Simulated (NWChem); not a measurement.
The numbers come from NWChem runs, not from measurements. System: CH2I (+1), charge 1, spin multiplicity 1, at a geometry optimised with B3LYP/def2-SVP with def2 effective core potentials on I. The structure started from a generated list of species. Level: CR-EOMCCSD(T)/def2-SVPD with def2 effective core potentials on I, 5 core orbitals frozen.

Input file:

```
start mol
memory heap 100 mb stack 700 mb global 1900 mb
charge 1
geometry units angstroms nocenter noautoz
  C      0.000000     0.000000    -1.684300
  I      0.000000     0.000000     0.274949
  H      0.952618     0.000000    -2.233247
  H     -0.952618     0.000000    -2.233247
  symmetry group C2v
end
basis spherical
  * library def2-svpd
end
ecp
  I library def2-ecp
end
scf
  rhf
  nopen 0
  maxiter 100
  thresh 1e-7
  semidirect memsize 60000000 filesize 0
end
tce
  freeze core 5
  creomsd(t)
  nroots 1
  2eorb
  2emet 13
  thresh 1e-5
  maxiter 200
  tilesize 24
end
task tce energy
```

NWChem printed:

```
             Northwest Computational Chemistry Package (NWChem) 7.3.0
             --------------------------------------------------------

                                NWChem Input Module
                                -------------------

 Scaling coordinates for geometry "geometry" by  1.889725989
 (inverse scale =  0.529177249)

 Turning off AUTOSYM since
 SYMMETRY directive was detected!

                             Geometry "geometry" -> ""
                             -------------------------

 Output coordinates in angstroms (scale by  1.889725989 to convert to a.u.)

  No.       Tag          Charge          X              Y              Z
 ---- ---------------- ---------- -------------- -------------- --------------
    1 C                    6.0000     0.00000000     0.00000000    -1.68430000
    2 I                   53.0000     0.00000000     0.00000000     0.27494900
    3 H                    1.0000     0.95261800     0.00000000    -2.23324700
    4 H                    1.0000    -0.95261800     0.00000000    -2.23324700

 Effective nuclear repulsion energy (a.u.)     112.8493025780

            Nuclear Dipole moment (a.u.)
            ----------------------------
        X                 Y               Z
 ---------------- ---------------- ----------------
     0.0000000000     0.0000000000     0.0000056692

      Symmetry information
      --------------------

 Group name             C2v
 Group number             16
 Group order               4
 No. of unique centers     3

      Symmetry unique atoms

     1    2    3


 Summary of "ao basis" -> "" (spherical)
 ------------------------------------------------------------------------------
       Tag                 Description            Shells   Functions and Types
 ---------------- ------------------------------  ------  ---------------------
 *                         def2-svpd                  on all atoms

 Summary of "ao basis" -> "ao basis" (spherical)
 ------------------------------------------------------------------------------
       Tag                 Description            Shells   Functions and Types
 ---------------- ------------------------------  ------  ---------------------
 C                         def2-svpd                 8       20   4s2p2d
 I                         def2-svpd                13       35   5s5p3d
 H                         def2-svpd                 4        8   2s2p

                                 NWChem SCF Module
                                 -----------------

  ao basis        = "ao basis"
  functions       =    71
  atoms           =     4
  closed shells   =    16
  open shells     =     0
  charge          =   1.00
  wavefunction    = RHF
  use symmetry    = T
  symmetry adapt  = T

 Summary of "ao basis" -> "ao basis" (spherical)
 ------------------------------------------------------------------------------
       Tag                 Description            Shells   Functions and Types
 ---------------- ------------------------------  ------  ---------------------
 C                         def2-svpd                 8       20   4s2p2d
 I                         def2-svpd                13       35   5s5p3d
 H                         def2-svpd                 4        8   2s2p

      Symmetry analysis of basis
      --------------------------

        a1         32
        a2          7
        b1         18
        b2         14

 Forming initial guess at       0.1s

      Superposition of Atomic Density Guess
      -------------------------------------

 Sum of atomic energies:        -385.75026637

 Renormalizing density from      33.00 to     32

      Non-variational initial energy
      ------------------------------

 Total energy =    -332.428829
 1-e energy   =    -660.176172
 2-e energy   =     271.318518
 HOMO         =      -0.683124
 LUMO         =      -0.454778

      Symmetry analysis of molecular orbitals - initial
      -------------------------------------------------

  Numbering of irreducible representations:

     1 a1          2 a2          3 b1          4 b2

  Orbital symmetries:

     1 a1          2 a1          3 a1          4 b1          5 b2
     6 a1          7 b1          8 b2          9 a1         10 a2
    11 a1         12 a1         13 b1         14 a1         15 b2
    16 b1         17 b2         18 a1         19 a1         20 b1
    21 a1         22 b2         23 a1         24 a2         25 b1
    26 a1

 Starting SCF solution at       0.5s

 ----------------------------------------------
         Quadratically convergent ROHF

 Convergence threshold     :          1.000E-07
 Maximum no. of iterations :          100
 Final Fock-matrix accuracy:          1.000E-09
 ----------------------------------------------

              iter       energy          gnorm     gmax       time
             ----- ------------------- --------- --------- --------
                 1     -335.1429034785  1.60D+00  5.49D-01      0.6
                 2     -335.2800258614  6.24D-01  1.92D-01      0.6
                 3     -335.2922594662  2.04D-01  4.10D-02      0.6
                 4     -335.2946547211  1.67D-02  6.09D-03      0.6
                 5     -335.2947104263  7.64D-05  2.30D-05      0.7
                 6     -335.2947104271  2.39D-09  6.82D-10      0.8

       Final RHF  results
       ------------------

         Total SCF energy =   -335.294710427073
      One-electron energy =   -672.671827539890
      Two-electron energy =    280.948291722377
 Nuclear repulsion energy =     56.428825390440

        Time for solution =      0.3s

       Symmetry analysis of molecular orbitals - final
[...]
    17b2  (alpha)    17b2  (beta ) ---    15b2  (alpha)    15b2  (beta )        0.3835322316
======= CR-EOMCCSD(T) calculation ======
corresponding R0 value =     0.220757

CR-EOMCCSD(T) Intermediates cpu wall time             1.7            1.7
 cr_N i1_1 nr of boxes                   168
 cr_N i1_2 nr of boxes                   168
 creom_N i2_1 nr of boxes                   168
 creom_N i2_2 nr of boxes                   168
 creom_N i2_3 nr of boxes                   168
 creom_N i2_4 nr of boxes                   168

CR-EOMCCSD(T) triples loop cpu wall            10.7           10.7

 CR-EOMCCSD(T)  total energy / hartree       =      -335.400841819249308
 CR-EOMCCSD(T)  excitation energy (eV)       =      4.80542

 =========================================
 Excited-state calculation ( a2  symmetry)
 =========================================
 Dim. of EOMCC iter. space      500

 EOMCCSD SOLVER TYPE  1
  maxdiff =   0.37261531657550601

 No. of initial right vectors    1

 EOM-CCSD right-hand side iterations
 --------------------------------------------------------------
      Residuum       Omega / hartree  Omega / eV    Cpu    Wall
 --------------------------------------------------------------

 Iteration   1 using    1 trial vectors
   0.5787044663098   0.2068241777203    5.62797     0.7     0.7

 Iteration   2 using    2 trial vectors
   0.1486211916515   0.0886720719578    2.41289     0.5     0.5

 Iteration   3 using    3 trial vectors
   0.0572037996486   0.0783011626920    2.13068     0.5     0.5

 Iteration   4 using    4 trial vectors
   0.0178954353406   0.0775855822630    2.11121     0.5     0.5

 Iteration   5 using    5 trial vectors
   0.0047175822170   0.0773919542341    2.10594     0.5     0.5

 Iteration   6 using    6 trial vectors
   0.0016875495854   0.0774046808462    2.10629     0.5     0.5

 Iteration   7 using    7 trial vectors
   0.0006417320516   0.0774032911392    2.10625     0.5     0.5

 Iteration   8 using    8 trial vectors
   0.0002545085811   0.0774050136271    2.10630     0.5     0.5

 Iteration   9 using    9 trial vectors
   0.0001046695958   0.0774038069981    2.10627     0.5     0.5

 Iteration  10 using   10 trial vectors
   0.0000439535971   0.0774034168402    2.10626     0.5     0.5

 Iteration  11 using   11 trial vectors
   0.0000169556853   0.0774031515576    2.10625     0.5     0.5

 Iteration  12 using   12 trial vectors
   0.0000051005786   0.0774031139596    2.10625     0.5     0.5
 --------------------------------------------------------------
 Iterations converged
 ------------------

 Excited state root  1
 Excitation energy / hartree =        0.077403113959565
                   / eV      =        2.106246793327158
 largest EOMCCSD amplitudes: R1 and R2

 Singles contributions
    17b2  (alpha) ---    16b1  (alpha)        0.8959974741

 Doubles contributions
    17b2  (alpha)    17b2  (beta ) ---    16b1  (alpha)    15b2  (beta )       -0.2067363960
    17b2  (alpha)    17b2  (beta ) ---    15b2  (alpha)    16b1  (beta )       -0.2067363960
======= CR-EOMCCSD(T) calculation ======
corresponding R0 value =     0.000000

CR-EOMCCSD(T) Intermediates cpu wall time             1.2            1.2
 creom_N i2_1 nr of boxes                   168
 creom_N i2_2 nr of boxes                   168
 creom_N i2_3 nr of boxes                   168
 creom_N i2_4 nr of boxes                   168

CR-EOMCCSD(T) triples loop cpu wall             6.1            6.1

 CR-EOMCCSD(T)  total energy / hartree       =      -335.500577614955603
 CR-EOMCCSD(T)  excitation energy (eV)       =      2.09147

 =========================================
 Excited-state calculation ( b1  symmetry)
 =========================================
 Dim. of EOMCC iter. space      500

 EOMCCSD SOLVER TYPE  1
  maxdiff =   0.49301487897947127

 No. of initial right vectors    1

 EOM-CCSD right-hand side iterations
 --------------------------------------------------------------
      Residuum       Omega / hartree  Omega / eV    Cpu    Wall
 --------------------------------------------------------------

 Iteration   1 using    1 trial vectors
   0.4656875184410   0.3310023586851    9.00704     0.8     0.8

 Iteration   2 using    2 trial vectors
   0.1251198596098   0.2446643569204    6.65766     0.5     0.5

 Iteration   3 using    3 trial vectors
   0.0769505593787   0.2329338751550    6.33846     0.5     0.5

 Iteration   4 using    4 trial vectors
   0.0361598385472   0.2284226326561    6.21570     0.5     0.5

 Iteration   5 using    5 trial vectors
   0.0156967901468   0.2271637592178    6.18144     0.5     0.5

 Iteration   6 using    6 trial vectors
   0.0095442459610   0.2268443679560    6.17275     0.5     0.5

 Iteration   7 using    7 trial vectors
   0.0050260367863   0.2269084054588    6.17449     0.5     0.5

 Iteration   8 using    8 trial vectors
   0.0024516878171   0.2268608088797    6.17320     0.5     0.5

 Iteration   9 using    9 trial vectors
   0.0011490855851   0.2268597861444    6.17317     0.5     0.5

 Iteration  10 using   10 trial vectors
   0.0004594332703   0.2268548366765    6.17304     0.5     0.5

 Iteration  11 using   11 trial vectors
   0.0001905596234   0.2268491134868    6.17288     0.4     0.4

 Iteration  12 using   12 trial vectors
   0.0000896245617   0.2268511646681    6.17294     0.5     0.5

 Iteration  13 using   13 trial vectors
   0.0000379007320   0.2268509918781    6.17293     0.3     0.3

 Iteration  14 using   14 trial vectors
   0.0000173011041   0.2268512238797    6.17294     0.3     0.3

 Iteration  15 using   15 trial vectors
   0.0000068626102   0.2268511767752    6.17294     0.3     0.3
 --------------------------------------------------------------
 Iterations converged
 ------------------

 Excited state root  1
 Excitation energy / hartree =        0.226851176775248
                   / eV      =        6.172937226982393
 largest EOMCCSD amplitudes: R1 and R2

 Singles contributions
    18a1  (alpha) ---    16b1  (alpha)        0.8744239645
    19a1  (alpha) ---    16b1  (alpha)       -0.1181833684
    22a1  (alpha) ---    16b1  (alpha)       -0.3016201589
    33a1  (alpha) ---    16b1  (alpha)        0.1014138305

 Doubles contributions
======= CR-EOMCCSD(T) calculation ======
corresponding R0 value =     0.000000

CR-EOMCCSD(T) Intermediates cpu wall time             0.8            0.8
 creom_N i2_1 nr of boxes                   168
 creom_N i2_2 nr of boxes                   168
 creom_N i2_3 nr of boxes                   168
 creom_N i2_4 nr of boxes                   168

CR-EOMCCSD(T) triples loop cpu wall             3.9            3.9

 CR-EOMCCSD(T)  total energy / hartree       =      -335.348800648339420
 CR-EOMCCSD(T)  excitation energy (eV)       =      6.22153

 =========================================
 Excited-state calculation ( b2  symmetry)
 =========================================
 Dim. of EOMCC iter. space      500

 EOMCCSD SOLVER TYPE  1
  maxdiff =   0.52485164004063989

 No. of initial right vectors    1

 EOM-CCSD right-hand side iterations
 --------------------------------------------------------------
      Residuum       Omega / hartree  Omega / eV    Cpu    Wall
 --------------------------------------------------------------

 Iteration   1 using    1 trial vectors
   0.4423872643064   0.3743527335819   10.18666     0.5     0.5

 Iteration   2 using    2 trial vectors
   0.1211166753838   0.2993030906518    8.14445     0.3     0.3

 Iteration   3 using    3 trial vectors
   0.0832485900322   0.2868744724305    7.80625     0.3     0.3

 Iteration   4 using    4 trial vectors
   0.0375435960898   0.2832357207579    7.70724     0.5     0.5

 Iteration   5 using    5 trial vectors
   0.0245433857346   0.2816099288635    7.66300     0.5     0.5

 Iteration   6 using    6 trial vectors
   0.0321798164119   0.2805198288967    7.63334     0.5     0.5

 Iteration   7 using    7 trial vectors
   0.2008267528688   0.2659681187236    7.23736     0.5     0.5

 Iteration   8 using    8 trial vectors
   0.1158869694771   0.2340258352240    6.36817     0.5     0.5

 Iteration   9 using    9 trial vectors
   0.0517627529718   0.2243865383803    6.10587     0.6     0.6

 Iteration  10 using   10 trial vectors
   0.0211638282258   0.2234715395443    6.08097     0.5     0.5

 Iteration  11 using   11 trial vectors
   0.0078266217240   0.2227546598756    6.06147     0.5     0.5

 Iteration  12 using   12 trial vectors
   0.0026063406630   0.2229658371687    6.06721     0.5     0.5

 Iteration  13 using   13 trial vectors
   0.0009333840615   0.2229345352584    6.06636     0.6     0.6

 Iteration  14 using   14 trial vectors
   0.0003226308457   0.2229490352866    6.06675     0.5     0.5

 Iteration  15 using   15 trial vectors
   0.0001179664338   0.2229542930994    6.06690     0.5     0.5

 Iteration  16 using   16 trial vectors
   0.0000472078981   0.2229547840020    6.06691     0.5     0.5

 Iteration  17 using   17 trial vectors
   0.0000211646642   0.2229554059191    6.06693     0.6     0.6

 Iteration  18 using   18 trial vectors
   0.0000088343577   0.2229556597336    6.06693     0.5     0.5
 --------------------------------------------------------------
 Iterations converged
 ------------------

 Excited state root  1
 Excitation energy / hartree =        0.222955659733582
                   / eV      =        6.066934769747332
 largest EOMCCSD amplitudes: R1 and R2

 Singles contributions
    17b2  (alpha) ---    14a1  (alpha)        0.9108960948
    28b2  (alpha) ---    14a1  (alpha)        0.1199693186

 Doubles contributions
    17b2  (alpha)    17b2  (beta ) ---    14a1  (alpha)    15b2  (beta )       -0.1333099261
    17b2  (alpha)    17b2  (beta ) ---    15b2  (alpha)    14a1  (beta )       -0.1333099261
======= CR-EOMCCSD(T) calculation ======
corresponding R0 value =     0.000000

CR-EOMCCSD(T) Intermediates cpu wall time             1.2            1.2
 creom_N i2_1 nr of boxes                   168
 creom_N i2_2 nr of boxes                   168
 creom_N i2_3 nr of boxes                   168
 creom_N i2_4 nr of boxes                   168

CR-EOMCCSD(T) triples loop cpu wall             5.8            5.8

 CR-EOMCCSD(T)  total energy / hartree       =      -335.359557827807919
 CR-EOMCCSD(T)  excitation energy (eV)       =      5.92882

 Task  times  cpu:       72.7s     wall:       72.7s

 Total times  cpu:       72.7s     wall:       72.7s
```
